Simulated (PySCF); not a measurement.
C₆H₁₀OSi.
Atom-mapped SMILES: `[CH2:1]=[CH:2][CH2:3][Si@H:4]([OH:5])[C:6]#[C:7][CH3:8]` (hydrogens: H9, H10 on C1; H11 on C2; H12, H13 on C3; H14 on Si4; H15 on O5; H16, H17, H18 on C8)

Torsions of this conformer, `[CH2:1]=[CH:2][CH2:3][Si@H:4]([OH:5])[C:6]#[C:7][CH3:8]`: C1–C2–C3–Si4 -101°, C2–C3–Si4–O5 56°, H–O5–Si4–C3 -42°.

The closed-shell ground state was solved at several levels (PySCF, density fitting, gas phase, non-relativistic). Isolated species at its GFN2-xTB geometry (one conformer only). GFN2-xTB frequencies show an imaginary mode (31i cm⁻¹), so this geometry is no minimum at that level.

```csv
level,basis functions,total energy (Eh),HOMO (eV),LUMO (eV),gap (eV),dipole (D)
CAM-B3LYP/def2-SVPD,247,-598.8931,-8.44,0.93,9.37,2.20
PBE0/def2-SVPD,247,-598.5614,-7.13,-0.08,7.05,2.22
```

Q: What might PBE0/pcSseg-1 (193 basis functions) give for the same quantities?

A: Total energy -598.8149 Eh, HOMO -7.13 eV, LUMO 0.01 eV, gap 7.14 eV, dipole 2.21 D.

Q: Over all these levels, which gives the widest orbital gap and which the narrowest?

A: CAM-B3LYP/def2-SVPD (range-separated hybrid) has the widest, 9.37 eV, and PBE0/def2-SVPD (global hybrid, 25 % exact exchange) the narrowest, 7.05 eV. The two share the basis. From the narrowest to the widest the HOMO moves by -1.31 eV and the LUMO by +1.01 eV.

Q: How far do the dipole and the HOMO energy spread over the levels?

A: The dipole runs from 2.20 to 2.22 D (mean 2.21 D) and the HOMO from -8.44 to -7.13 eV.
